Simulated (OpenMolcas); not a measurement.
**Xe³⁺: CASPT2 settings compared**

```json
{
 "Program": "OpenMolcas",
 "Basis": "ANO-RCC-VDZP [6s5p3d1f]",
 "Scalar Hamiltonian": "DKH3, point nucleus",
 "Active space": "5 electrons in 8 orbitals (5s 5p 6s 6p)",
 "State averaging": "2S+1 = 4 odd, 1 root; 2S+1 = 2 odd, 8 roots kept (CI in the orbitals of an earlier block); 2S+1 = 4 even, 3 roots; 2S+1 = 2 even, 5 roots kept (CI in the orbitals of an earlier block)",
 "Spin-orbit coupling": "RASSI with atomic mean-field integrals over the reference wave functions, term energies averaged over their components"
}
```

Methods on the same reference wave functions:
A. CASSCF
B. SS-CASPT2, IPEA 0.75 Eh, sigma1 regulariser 0.2 Eh (closed shells correlated: 4s 4p 4d)
C. XMS-CASPT2, IPEA 0.1 Eh, sigma1 regulariser 0.3 Eh (closed shells correlated: 4s 4p 4d)

Energies in cm⁻¹ above 5s² 5p³ ⁴S°_3/2, the measured ground level; measured values from Saloman, J. Phys. Chem. Ref. Data 33, 765 (2004).

```json
{"Level": "5s² 5p³ ⁴S°_3/2", "A": "0.0", "B": "0.0", "C": "0.0", "Measured": "0.0"}
{"Level": "5s² 5p³ ²D°_3/2 [73 %]", "A": "16305", "B": "15520", "C": "15560", "Measured": "13267"}
{"Level": "5s² 5p³ ²D°_5/2", "A": "21312", "B": "19910", "C": "19890", "Measured": "17511"}
{"Level": "5s² 5p³ ²P°_1/2", "A": "29264", "B": "30870", "C": "31230", "Measured": "28036"}
{"Level": "5s² 5p³ ²P°_3/2 [71 %]", "A": "36945", "B": "37790", "C": "38060", "Measured": "35650"}
{"Level": "5s 5p⁴ ⁴P_5/2", "A": "103596", "B": "103430", "C": "101220", "Measured": "99664"}
{"Level": "5s 5p⁴ ⁴P_3/2", "A": "110847", "B": "110880", "C": "108730", "Measured": "106923"}
{"Level": "5s 5p⁴ ⁴P_1/2", "A": "114969", "B": "115080", "C": "112960", "Measured": "109254"}
```

Deviations, from unrounded energies. A percentage is the sum of absolute deviations over the sum of measured energies, with the sign that they share, or ± where signs differ.

```csv
Against measurement,Levels,A,B,C
mean absolute deviation (cm-1),7,3300,3300,2500
other terms of the ground configuration (%),4,+9.9,+10.2,+10.9
other configurations (%),3,+4.3,+4.3,+2.2
```

C lies closest to measurement on these levels and B furthest from it. The largest miss of C in the table is 5s 5p⁴ ⁴P_1/2, by +3700 cm-1. The ranking rests on the paired levels alone, and a cruder setting can come out closer through cancelling errors.

Between B and C the level of the table that moves most is 5s 5p⁴ ⁴P_5/2, by 2200 cm-1 (lowest in C, highest in B). Moves below CASPT2's spread within the term are not significant.

From A to B the spin-free energies of the other terms of 5s² 5p³ shown, above ⁴S°, scale by factors of 0.93 to 1.07.

The lowest spin-free term lies below A's lowest term by 0.453 hartree in B, 0.465 hartree in C.

Term energies are means over components that CASPT2 splits; among the terms shown or strongly mixed into the levels shown the widest spread is 290 cm-1 (5s² 5p³ ²D°, C). Over all roots computed the reference weight is 0.87 to 0.93 in C; the roots of lowest weight are the least certain, and an intruder state may touch them. Terms from blocks run as CI alone lack orbitals of their own. Active for correlation alone: 6p 6s; no level in the range computed is led by a configuration that fills them, so any true level of that kind is missing. Terms of s pⁿ other than that of highest spin mix with s² pⁿ⁻² d, which this space lacks; all of them can be thousands of cm-1 off, and some have no real level of that name. The basis is small and was not contracted for so high a charge. Some terms miss by over 15 % even with CASPT2, which points to a basis or an active space too small for the shells correlated (holds for B; C). Computed and measured levels are paired by configuration, term and J; levels that our copy of the source lacks, or whose pairing is in doubt (as where it misses far off the trend of its configuration), stay unpaired and out of the deviations. Only configurations of the active space appear. Levels that lie high or do not pair safely by name in every column are left out.

A share in square brackets marks a mixed level and gives the weight of the term that names it, the lowest over the columns. ° marks odd parity.
